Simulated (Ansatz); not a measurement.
Geometry optimisation, RKS LDA/STO-3G in Ansatz.

input.yaml

```yaml
crystal:
  periodic: [false, false, false]
  atoms:
    - { symbol: C, position_ang: [-1.7681, -0.2535, 0.8792] }
    - { symbol: B, position_ang: [-0.3189, -0.4977, 1.2916] }
    - { symbol: Si, position_ang: [1.017, -0.7815, -0.071] }
    - { symbol: Si, position_ang: [1.2972, 1.0363, -1.3593] }
    - { symbol: Cl, position_ang: [-0.5313, 1.2517, -2.4887] }
    - { symbol: H, position_ang: [-2.1962, -1.0346, 0.251] }
    - { symbol: H, position_ang: [-1.8377, 0.7328, 0.2834] }
    - { symbol: H, position_ang: [-2.4077, -0.0865, 1.7681] }
    - { symbol: H, position_ang: [-0.0208, -0.5332, 2.4783] }
    - { symbol: H, position_ang: [2.341, -1.0304, 0.6283] }
    - { symbol: H, position_ang: [0.68341, 0.09917, 1.20197] }
    - { symbol: H, position_ang: [2.3807, 0.8669, -2.2543] }
    - { symbol: H, position_ang: [1.3876, 2.239, -0.5301] }
basis:
  gaussian: { orbitals: STO-3G }
hamiltonian:
  xc: lda
relax:
  f_tol: 0.02
  max_steps: 50
```

Launched with:

```bash
$ ansatz run input.yaml --threads 1 --pin off --max-ram 2048MiB --backend cpu --events-out ev --progress --plain --runs-dir out
```

Problem. Where does it end, and by what steps?

Solution. It converged. The force dipped under the threshold on the way, but the program's further checks kept it going. Limits of this set-up: minimal basis. After 19 steps the energy has fallen by 1.658 eV; H9 moved furthest, 0.87 Å.

```json
{"step": "0", "energy less start (eV)": "0.0000", "largest force component (eV/Å)": "3.339", "accepted": "yes"}
{"step": "1", "energy less start (eV)": "-0.9403", "largest force component (eV/Å)": "1.563", "accepted": "yes"}
{"step": "2", "energy less start (eV)": "-1.3290", "largest force component (eV/Å)": "0.525", "accepted": "yes"}
{"step": "3", "energy less start (eV)": "-1.4757", "largest force component (eV/Å)": "0.329", "accepted": "yes"}
{"step": "4", "energy less start (eV)": "-1.5783", "largest force component (eV/Å)": "0.375", "accepted": "yes"}
{"step": "5", "energy less start (eV)": "-1.6185", "largest force component (eV/Å)": "0.317", "accepted": "yes"}
{"step": "6", "energy less start (eV)": "-1.6339", "largest force component (eV/Å)": "0.212", "accepted": "yes"}
{"step": "7", "energy less start (eV)": "-1.6385", "largest force component (eV/Å)": "0.224", "accepted": "yes"}
{"step": "8", "energy less start (eV)": "-1.6441", "largest force component (eV/Å)": "0.078", "accepted": "yes"}
{"step": "9", "energy less start (eV)": "-1.6469", "largest force component (eV/Å)": "0.070", "accepted": "yes"}
{"step": "10", "energy less start (eV)": "-1.6491", "largest force component (eV/Å)": "0.077", "accepted": "yes"}
{"step": "11", "energy less start (eV)": "-1.6510", "largest force component (eV/Å)": "0.097", "accepted": "yes"}
{"step": "12", "energy less start (eV)": "-1.6529", "largest force component (eV/Å)": "0.074", "accepted": "yes"}
{"step": "13", "energy less start (eV)": "-1.6546", "largest force component (eV/Å)": "0.058", "accepted": "yes"}
{"step": "14", "energy less start (eV)": "-1.6557", "largest force component (eV/Å)": "0.074", "accepted": "yes"}
{"step": "15", "energy less start (eV)": "-1.6562", "largest force component (eV/Å)": "0.097", "accepted": "yes"}
{"step": "16", "energy less start (eV)": "-1.6570", "largest force component (eV/Å)": "0.069", "accepted": "yes"}
{"step": "17", "energy less start (eV)": "-1.6573", "largest force component (eV/Å)": "0.019", "accepted": "yes"}
{"step": "18", "energy less start (eV)": "-1.6574", "largest force component (eV/Å)": "0.010", "accepted": "yes"}
{"step": "19", "energy less start (eV)": "-1.6575", "largest force component (eV/Å)": "0.009", "accepted": "yes"}
```

```xyz
13
Properties=species:S:1:pos:R:3
C -1.775 -0.269 0.805
B -0.354 -0.722 1.293
Si 1.178 -0.447 0.272
Si 1.310 1.073 -1.385
Cl -0.611 1.603 -2.057
H -2.360 -1.163 0.529
H -1.757 0.400 -0.071
H -2.342 0.231 1.609
H -0.216 -1.351 2.272
H 2.503 -0.642 0.852
H 0.481 0.429 1.476
H 2.021 0.549 -2.542
H 1.949 2.316 -0.975
```

Whether the end is a true minimum wasn't checked by a vibrational analysis.

Time of the run: 52 s on 1 thread of Arm Neoverse V1, with other jobs on the host, peak memory 0.15 GiB.
